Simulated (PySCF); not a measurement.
## Worked example: dipole moment from atomic charges

GeHF, SMILES [GeH][F] (connectivity only; charge and spin as stated), neutral, multiplicity 1. Atoms are numbered in the order given.

```xyz
3

Ge     0.0530     0.3724     0.0000
H     -1.5378     0.5547     0.0000
F     -0.0177    -1.3858     0.0000
```

Geometry optimised at ωB97X-D3(BJ)/def2-TZVP.

Charges (e) from B3LYP/def2-TZVPD (PySCF):

```tsv
atom	ESP fit	IAO
Ge1	0.318	0.659
H2	-0.064	-0.139
F3	-0.255	-0.520
```

The dipole moment of the full density is 1.96 D.

Q: What dipole moment does each set of point charges give, and which comes closer to that of the density?

A: 
μ = Σ q r, and 1 e Å = 4.8032 D.
ESP fit: Σ q r = (0.120, 0.436, 0.000) e Å, |μ| = 2.17 D.
IAO: Σ q r = (0.258, 0.889, 0.000) e Å, |μ| = 4.45 D.
ESP fit comes closer in size. Point charges leave out the atoms' own dipoles (lone pairs, polarised bonds); fits to the potential absorb them, partitions of the density don't.
